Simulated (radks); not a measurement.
Question: Sm+, configuration [Xe] 4f5 5d1 6s1 (not the ground configuration). Calculated with a radial shooting solver on a logarithmic mesh with Libxc functionals: Dirac Kohn-Sham, PBE, spin-unpolarised, spherical densities, point nucleus; open shells fill j = l - 1/2 first.

Spin-orbit splittings of the eigenvalues, e(l+1/2) - e(l-1/2), with zeta = 2 splitting/(2l+1) and mean radii in bohr:

| shell | occ. | splitting (eV) | zeta (eV) | <r> j=l-1/2 | <r> j=l+1/2 |
|---|---|---|---|---|---|
| 2p | 6 | 602.8 | 401.9 | 0.08073 | 0.08736 |
| 3p | 6 | 122.0 | 81.36 | 0.2442 | 0.2569 |
| 3d | 10 | 26.50 | 10.60 | 0.2286 | 0.2326 |
| 4p | 6 | ? | ? | 0.5923 | 0.6209 |
| 4d | 10 | 4.827 | 1.931 | 0.6620 | 0.6721 |
| 4f | 5 | 0.5922 | 0.1692 | 0.9193 | 0.9314 |
| 5p | 6 | 3.766 | 2.511 | 1.556 | 1.646 |
| 5d | 1 | 0.2849 | 0.1139 | 2.568 | 2.628 |

Estimate the 4p splitting.

Answer: 26.90 eV (zeta = 17.93 eV).
